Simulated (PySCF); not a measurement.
NMR data simulated for an unnamed compound:

¹H NMR (300 MHz, computed): δ 4.31 (m, 1H), 3.93 (m, 1H), 3.92 (m, 1H), 3.45 (d, 3H), 1.29 (m, 2H), 1.14 (s, 9H).

¹³C{¹H} NMR (computed): δ 32.1 (CH3), 24.1 (C).

Theoretical values (PySCF 2.14): GFN2-xTB geometry, shielding tensors at PBE0/pcSseg-1 (GIAO). A single conformation, non-relativistic Hamiltonian, in vacuum, one averaged value for each set of equivalent atoms.

δ = σ(ref) − σ, references computed at the same level: ¹H (σ = 31.72 ppm) and ¹³C (σ = 186.93 ppm) against TMS.

Which of these does the molecule contain: a carboxylic acid, a Si–H bond, a three-membered ring, a tert-butyl group, a CF3 group?

Results:


- A carboxylic acid: no.
- A Si–H bond: yes (δH 3.92 (m)).
- A three-membered ring: no.
- A tert-butyl group: yes (δC 32.1, 24.1; δH 1.14 (s)).
- A CF3 group: no.

The data belong to `CC(C)(C)[Si@@H]([SiH3])[SiH2]P`, C$_{4}$H$_{17}$PSi$_{3}$; they needn't prove each group on their own.

Carbon signals by region: 2 below 50 ppm.

Splittings by ³¹P in the carbon and heteronuclear signals aren't shown, as no couplings were computed. Shifts are as computed. Against solution values, carbons near 30 ppm lie about +3 ppm off and those near 130 ppm about +5 ppm. Of 1211 compounds with measured shifts, 218 miss one by over three times the rms of a fit or turn the order of signals round; such compounds aren't used in these exercises. Multiplicities follow the n + 1 count of equivalent neighbours, as no J values were calculated; m marks all less simple cases, F and P coupling included.
